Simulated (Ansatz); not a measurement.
C$_{6}$H$_{12}$O$_{3}$, triplet, at the geometry of the source list (a higher spin typed on purpose: for a closed-shell molecule this is an excited state). Base run: Ansatz (a first-principles code) with B3LYP/STO-3G.

Geometry (Å):
```xyz
21

C      3.1461     1.0827     0.2107
O      2.1885     0.0944     0.4886
C      0.9408     0.3699    -0.0948
C     -0.0498    -0.7215     0.3248
C      0.4014    -2.0979    -0.1327
O     -1.3267    -0.4594    -0.2693
C     -2.1078     0.4584     0.3080
C     -3.4136     0.5852    -0.4333
O     -1.8006     1.0872     1.2857
H      2.8320     2.0611     0.5950
H      3.3245     1.1716    -0.8690
H      4.0636     0.7741     0.7067
H      1.0223     0.3887    -1.1943
H      0.5649     1.3481     0.2413
H     -0.1551    -0.6879     1.4163
H     -0.3232    -2.8500     0.1675
H      0.4982    -2.1136    -1.2149
H      1.3645    -2.3172     0.3178
H     -3.2176     0.8892    -1.4584
H     -4.0428     1.3185     0.0601
H     -3.9097    -0.3816    -0.4558
```
Charge 0, spin multiplicity 3.
Orbitals are unrestricted.
All else is at Ansatz's defaults.
Base energy -455.36169 Eh.

Variants of this job, named by their change:

| change | ΔE vs base (µEh) |
|---|---|
| base | 0.0 |
| nuclear_model = gaussian | 37.7 |
| point_charge = charge:1.0 position_ang:4.0712, -1.2005, -5.8811 | 835 |
| forces = on | 0.0 |
| fitting.mean_field = cc-pVTZ-JKFIT | -418 |
| final_grid = 4, 8, 17 | -322 |
| accuracy = high | -9.0 |
| final_grid = 10, 20, 41 | 0.0 |
| lower_state_search = off | 0.0 |
| fitting.mean_field = def2-universal-JKFIT | -2686 |
| point_charge = charge:-1.0 position_ang:4.2484, -5.8713, 0.2862 | -416 |
